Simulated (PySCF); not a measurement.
Cl₂O₂W, triplet, geometry from GFN2-xTB (such geometries of metal compounds can be far from the true shape) (the multiplicity is a formal guess) (core potentials on W); PySCF with DF-TPSS/def2-SVP.

PySCF was given this input:
```python
from pyscf import gto, scf, dft

mol = gto.Mole()
mol.atom = '''
    W     0.374338   -0.074154    0.122705
    O     1.492717   -0.628278   -1.013929
    O     0.748204    0.184364    1.748483
    Cl   -0.979501    1.605419   -0.736271
    Cl   -1.704522   -1.073729   -0.143527
'''
mol.basis = 'def2-svp'
mol.ecp = {'W': 'def2-svp'}
mol.charge = 0
mol.spin = 2
mol.verbose = 4
mol.build()

mf = dft.UKS(mol)
mf.xc = 'tpss'
mf = mf.density_fit(auxbasis='def2-universal-jkfit')
mf.kernel()
mf.analyze()
```

The log (banner, timings and long lists left out):

```
PySCF version 2.14.0

[INPUT] verbose = 4
[INPUT] num. atoms = 5
[INPUT] num. electrons = 64
[INPUT] charge = 0
[INPUT] spin (= nelec alpha-beta = 2S) = 2
[INPUT] symmetry False subgroup None
[INPUT] Mole.unit = angstrom
[INPUT] Symbol           X                Y                Z      unit          X                Y                Z       unit  Magmom
[...]
nuclear repulsion = 330.070537904226
number of shells = 40
number of NR pGTOs = 177
number of NR cGTOs = 96
basis = def2-svp
ecp = {'W': 'def2-svp'}

******** <class 'pyscf.df.df_jk.DFUKS'> ********
method = DFUKS
initial guess = minao
damping factor = 0
level_shift factor = 0
DIIS = <class 'pyscf.scf.diis.CDIIS'>
diis_start_cycle = 1
diis_space = 8
diis_damp = 0
SCF conv_tol = 1e-09
SCF conv_tol_grad = None
SCF max_cycles = 50
direct_scf = False
number electrons alpha = 33  beta = 31
XC library pyscf.dft.libxc version 7.1.2
    S. Lehtola, C. Steigemann, M. J. T. Oliveira, and M. A. L. Marques,  SoftwareX 7, 1–5 (2018)
XC functionals = tpss
    J. Tao, J. P. Perdew, V. N. Staroverov, and G. E. Scuseria,  Phys. Rev. Lett. 91, 146401 (2003)
    J. P. Perdew, J. Tao, V. N. Staroverov, and G. E. Scuseria,  J. Chem. Phys. 120, 6898 (2004)
    J. Tao, J. P. Perdew, V. N. Staroverov, and G. E. Scuseria,  Phys. Rev. Lett. 91, 146401 (2003)
    J. P. Perdew, J. Tao, V. N. Staroverov, and G. E. Scuseria,  J. Chem. Phys. 120, 6898 (2004)
radial grids:
    Treutler-Ahlrichs [JCP 102, 346 (1995); DOI:10.1063/1.469408] (M4) radial grids

becke partition: Becke, JCP 88, 2547 (1988); DOI:10.1063/1.454033
pruning grids: <function nwchem_prune>
grids dens level: 3
symmetrized grids: False
atomic radii adjust function: <function treutler_atomic_radii_adjust>
small_rho_cutoff = 0
Set gradient conv threshold to 3.16228e-05
tot grids = 90232
init E= -1125.56022495602

cycle= 1 E= -1137.15946753234  delta_E= -11.6  |g|= 1.12  |ddm|= 5.19

cycle= 2 E= -1126.44180381321  delta_E= 10.7  |g|= 3.99  |ddm|= 4.59

cycle= 3 E= -1137.60137583692  delta_E= -11.2  |g|= 0.42  |ddm|= 4.32

cycle= 4 E= -1137.63499099746  delta_E= -0.0336  |g|= 0.315  |ddm|= 0.802

cycle= 5 E= -1137.49264765678  delta_E= 0.142  |g|= 0.53  |ddm|=  1.2

cycle= 6 E= -1137.5784312105  delta_E= -0.0858  |g|= 0.397  |ddm|= 0.24

cycle= 7 E= -1137.68204960019  delta_E= -0.104  |g|= 0.14  |ddm|=  1.1

cycle= 8 E= -1137.58944028961  delta_E= 0.0926  |g|= 0.374  |ddm|=  1.1

cycle= 9 E= -1137.59888379284  delta_E= -0.00944  |g|= 0.35  |ddm|= 0.0265

cycle= 10 E= -1137.6689811252  delta_E= -0.0701  |g|= 0.205  |ddm|=  1.1

cycle= 11 E= -1137.67754486518  delta_E= -0.00856  |g|= 0.167  |ddm|= 0.0555

cycle= 12 E= -1137.58607305823  delta_E= 0.0915  |g|= 0.379  |ddm|=  1.1

cycle= 13 E= -1137.57112532411  delta_E= 0.0149  |g|= 0.412  |ddm|= 0.0384

cycle= 14 E= -1137.56580920787  delta_E= 0.00532  |g|= 0.423  |ddm|= 0.0128

cycle= 15 E= -1137.59502316024  delta_E= -0.0292  |g|= 0.359  |ddm|= 0.076

cycle= 16 E= -1137.6500163999  delta_E= -0.055  |g|= 0.271  |ddm|= 1.11

cycle= 17 E= -1137.62165169763  delta_E= 0.0284  |g|= 0.349  |ddm|= 0.0948

cycle= 18 E= -1137.66070705027  delta_E= -0.0391  |g|= 0.235  |ddm|= 0.139

cycle= 19 E= -1137.67502709414  delta_E= -0.0143  |g|= 0.175  |ddm|= 0.083

cycle= 20 E= -1137.65616831059  delta_E= 0.0189  |g|= 0.252  |ddm|= 0.111

cycle= 21 E= -1137.68021396749  delta_E= -0.024  |g|= 0.154  |ddm|= 0.134

cycle= 22 E= -1137.6764869725  delta_E= 0.00373  |g|= 0.173  |ddm|= 0.0319

cycle= 23 E= -1137.56717181046  delta_E= 0.109  |g|= 0.421  |ddm|=  1.1

cycle= 24 E= -1137.56249743946  delta_E= 0.00467  |g|= 0.43  |ddm|= 0.0115

cycle= 25 E= -1137.56973416937  delta_E= -0.00724  |g|= 0.419  |ddm|= 0.0324

cycle= 26 E= -1137.67822761268  delta_E= -0.108  |g|= 0.16  |ddm|=  1.1

cycle= 27 E= -1137.58983637955  delta_E= 0.0884  |g|= 0.372  |ddm|=  1.1

cycle= 28 E= -1137.59814900607  delta_E= -0.00831  |g|= 0.354  |ddm|= 0.026

cycle= 29 E= -1137.66364270184  delta_E= -0.0655  |g|= 0.226  |ddm|=  1.1

[...]
SCF not converged.
[...]
**** SCF Summaries ****
Total Energy =                       -1137.579244590880080
Nuclear Repulsion Energy =             330.070537904225830
One-electron Energy =                -2248.427271693912644
Two-electron Energy =                  780.777489198806734
Two-electron Coulomb Energy =          862.014214643677064
DFT Exchange-Correlation Energy =      -81.236725444870387
**** MO energy ****
                             alpha | beta                alpha | beta
[...]
spin_pop of  0 W 5s        0.00022
spin_pop of  0 W 6s        0.13701
spin_pop of  0 W 7s        0.00627
spin_pop of  0 W 8s       -0.00064
spin_pop of  0 W 9s        0.00152
spin_pop of  0 W 10s        0.00170
spin_pop of  0 W 5px       0.01560
spin_pop of  0 W 5py       0.01025
spin_pop of  0 W 5pz       0.03273
spin_pop of  0 W 6px       0.00383
spin_pop of  0 W 6py      -0.00019
spin_pop of  0 W 6pz       0.01436
spin_pop of  0 W 7px       0.00406
spin_pop of  0 W 7py      -0.00061
spin_pop of  0 W 7pz       0.00881
spin_pop of  0 W 5dxy      0.02828
spin_pop of  0 W 5dyz      0.05978
spin_pop of  0 W 5dz^2     0.36731
spin_pop of  0 W 5dxz      0.10438
spin_pop of  0 W 5dx2-y2    0.03621
spin_pop of  0 W 6dxy      0.01112
spin_pop of  0 W 6dyz      0.00161
spin_pop of  0 W 6dz^2     0.05365
spin_pop of  0 W 6dxz      0.03460
spin_pop of  0 W 6dx2-y2    0.01635
spin_pop of  0 W 5f-3      0.00054
spin_pop of  0 W 5f-2      0.00062
spin_pop of  0 W 5f-1      0.00319
spin_pop of  0 W 5f+0      0.00383
spin_pop of  0 W 5f+1      0.00082
spin_pop of  0 W 5f+2     -0.00018
spin_pop of  0 W 5f+3     -0.00021
spin_pop of  1 O 1s        0.00001
spin_pop of  1 O 2s        0.00889
spin_pop of  1 O 3s        0.00821
spin_pop of  1 O 2px       0.40122
spin_pop of  1 O 2py       0.00554
spin_pop of  1 O 2pz       0.04995
spin_pop of  1 O 3px      -0.00017
spin_pop of  1 O 3py       0.00107
spin_pop of  1 O 3pz      -0.00015
spin_pop of  1 O 3dxy      0.00015
spin_pop of  1 O 3dyz      0.00012
spin_pop of  1 O 3dz^2     0.00028
spin_pop of  1 O 3dxz      0.00002
spin_pop of  1 O 3dx2-y2    0.00027
spin_pop of  2 O 1s        0.00001
spin_pop of  2 O 2s        0.00897
spin_pop of  2 O 3s        0.01069
spin_pop of  2 O 2px       0.38514
spin_pop of  2 O 2py       0.00138
spin_pop of  2 O 2pz       0.07424
spin_pop of  2 O 3px      -0.00028
spin_pop of  2 O 3py       0.00046
spin_pop of  2 O 3pz       0.00031
spin_pop of  2 O 3dxy      0.00006
spin_pop of  2 O 3dyz      0.00012
spin_pop of  2 O 3dz^2     0.00008
spin_pop of  2 O 3dxz      0.00030
spin_pop of  2 O 3dx2-y2    0.00028
spin_pop of  3 Cl 1s       -0.00000
spin_pop of  3 Cl 2s       -0.00000
spin_pop of  3 Cl 3s        0.00404
spin_pop of  3 Cl 4s        0.00091
spin_pop of  3 Cl 2px       0.00000
spin_pop of  3 Cl 2py      -0.00000
spin_pop of  3 Cl 2pz      -0.00000
spin_pop of  3 Cl 3px       0.01582
spin_pop of  3 Cl 3py       0.00620
spin_pop of  3 Cl 3pz       0.00067
spin_pop of  3 Cl 4px       0.00342
spin_pop of  3 Cl 4py       0.00445
spin_pop of  3 Cl 4pz       0.00013
spin_pop of  3 Cl 3dxy     -0.00002
spin_pop of  3 Cl 3dyz      0.00018
spin_pop of  3 Cl 3dz^2     0.00016
spin_pop of  3 Cl 3dxz      0.00087
spin_pop of  3 Cl 3dx2-y2    0.00527
spin_pop of  4 Cl 1s       -0.00000
spin_pop of  4 Cl 2s       -0.00000
spin_pop of  4 Cl 3s        0.00399
spin_pop of  4 Cl 4s        0.00302
spin_pop of  4 Cl 2px       0.00000
spin_pop of  4 Cl 2py      -0.00000
spin_pop of  4 Cl 2pz      -0.00000
spin_pop of  4 Cl 3px       0.00613
spin_pop of  4 Cl 3py       0.01326
spin_pop of  4 Cl 3pz       0.00323
spin_pop of  4 Cl 4px       0.00018
spin_pop of  4 Cl 4py       0.00711
spin_pop of  4 Cl 4pz       0.00065
spin_pop of  4 Cl 3dxy      0.00338
spin_pop of  4 Cl 3dyz      0.00009
spin_pop of  4 Cl 3dz^2     0.00009
spin_pop of  4 Cl 3dxz      0.00102
spin_pop of  4 Cl 3dx2-y2    0.00176
In total            33.00000 | 31.00000
Dipole moment(X, Y, Z, Debye):  7.37833, -1.45193,  2.48519
```

Convergence was not reached.
